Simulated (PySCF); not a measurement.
Si(Cl)2(F)(GeH3) (Cl2FGeH3Si), SMILES F[Si](Cl)(Cl)[GeH3].

Coordinates come from a ωB97X-D3(BJ)/def2-SVP optimisation.

Method: PBE/def2-TZVP (PySCF).

Isolated molecule, no solvent.

Computed frontier levels, gap, dipole moment and polarisability:
```json
{
  "highest_occupied_level": "-7.53 eV",
  "lowest_empty_level": "-1.29 eV",
  "orbital_gap": "6.25 eV",
  "dipole_moment": "1.65 D",
  "quadrupole, principal values (traceless, Buckingham form, about the centre of nuclear charge)": "-2.56, 0.61, 1.96 D·Å",
  "mean_static_polarisability": "81.5 bohr³ (12.08 Å³)",
  "polarisability_principal_values": "67.1, 84.5, 92.8 bohr³"
}
```
